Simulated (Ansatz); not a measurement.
Si5Cl2, relaxed as a singlet with RKS r2SCAN-D4/def2-SVP in Ansatz, starting from the GFN2-xTB geometry. Force threshold 0.02 eV/Å.

The restricted singlet is unstable towards broken spin symmetry in Hartree–Fock (as tested in another run); at r2SCAN-D4/def2-SVP this wasn't settled. The structure comes from a short search, and lower isomers may exist.

Start:

Cartesian coordinates in Å:
```
Si 2.1457 -1.8431 -2.0308
Si 0.9466 -0.6143 -0.6385
Si -2.0591 1.5931 1.7345
Si -0.6738 0.4405 0.4756
Si -3.4055 2.7430 2.9882
Cl 0.5438 -2.6683 -3.2486
Cl 2.5022 0.3490 0.7196
```

| step | energy (eV) | largest force component (eV/Å) | SCF passes |
| --- | --- | --- | --- |
| 1 | -64404.7292 | 2.268 | 21 |
| 2 | -64404.9715 | 1.001 | 24 |
| 3 | -64405.0672 | 0.332 | 32 |
| 4 | -64405.1135 | 0.192 | 23 |
| 5 | -64405.1530 | 0.294 | 24 |
| 6 | -64405.2003 | 0.292 | 24 |
| 7 | -64405.2748 | 0.398 | 30 |
| 8 | -64405.3739 | 0.450 | 30 |
| 9 | -64405.5013 | 0.546 | 29 |
| 10 | -64405.6326 | 0.492 | 31 |
| 11 | -64405.7393 | 0.445 | 23 |
| 13 | -64405.8709 | 0.451 | 24 |
| 15 | -64406.0714 | 0.387 | 31 |
| 17 | -64406.4753 | 0.371 | 29 |
| 19 | -64406.7515 | 0.282 | 29 |
| 21 | -64406.9722 | 0.358 | 29 |
| 23 | -64407.3997 | 0.923 | 29 |
| 25 | -64408.0632 | 0.494 | 28 |
| 27 | -64408.2170 | 0.293 | 22 |
| 29 | -64408.2452 | 0.154 | 22 |
| 31 | -64408.2508 | 0.036 | 23 |
| 32 | -64408.2511 | 0.010 | 24 |

Force components are those of the run's own axes.

End:

```xyz
7

Si    1.033   -0.981   -1.669
Si    1.017   -0.334    0.639
Si   -2.521    1.522    0.444
Si   -0.620    0.907   -0.665
Si   -0.928    0.377    1.641
Cl   -0.622   -2.334   -1.615
Cl    2.641    0.843    1.226
```

Bonds formed: Si2–Si5, Si4–Si5 (atoms count from 1).

No frequencies were taken in this run, so the end may be a saddle point.

It took 3.4 min on 4 threads of Intel Xeon on a shared host.
